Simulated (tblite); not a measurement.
Q: Write Cartesian coordinates for `C[SiH2]n1[c]ccc1` [radical] as optimised with GFN2-xTB. (Doublet state.)

A: 
```xyz
15
C5H8NSi angstrom
C      2.431    0.736   -0.132
Si     1.351   -0.768    0.262
N     -0.323   -0.271    0.096
C     -0.816    0.467   -0.928
C     -2.154    0.631   -0.848
C     -2.534   -0.070    0.337
C     -1.405   -0.605    0.879
H      2.191    1.150   -1.108
H      3.482    0.464   -0.138
H      2.297    1.527    0.601
H      1.600   -1.865   -0.681
H      1.480   -1.217    1.650
H     -2.801    1.165   -1.513
H     -3.536   -0.142    0.715
H     -1.268   -1.194    1.764
```

Orientation and origin are arbitrary. Atoms count from 1 in this order. C7 (carbon bonded to C, N and H) is planar (angles 130.6°, 120.2° and 109.2°, sum 360.0°, 0.00 Å off the plane of its three neighbours). C6 (carbon bonded to 2 C and H) is planar (angles 127.4°, 125.0° and 107.6°, sum 360.0°, 0.00 Å off the plane of its three neighbours). C5 (carbon bonded to 2 C and H) is planar (angles 128.5°, 126.9° and 104.6°, sum 360.0°, 0.00 Å off the plane of its three neighbours). The C–N distances run from 1.355 Å (N3–C4, aromatic) to 1.377 Å (N3–C7, aromatic), a spread of 0.022 Å.

Bonds between heavy atoms (Å): C1–Si2 1.893, Si2–N3 1.754, N3–C4 1.355, C4–C5 1.350, C5–C6 1.428, C6–C7 1.362, N3–C7 1.377.

Computed geometry: GFN2-xTB, gas phase. This method treats the open shell by occupation alone, without spin polarisation.

Point group: C1 (no symmetry element, even within 0.4 Å). Its lowest GFN2-xTB frequency is 1i cm⁻¹, too small to tell a flat minimum from a shallow saddle. Torsions: C1–Si2–N3–C4 45°. 3 starts were optimised and ended at 0.00, 0.25 and 0.29 kcal/mol (GFN2-xTB); the lowest of these is shown.

One conformer stands for the species.
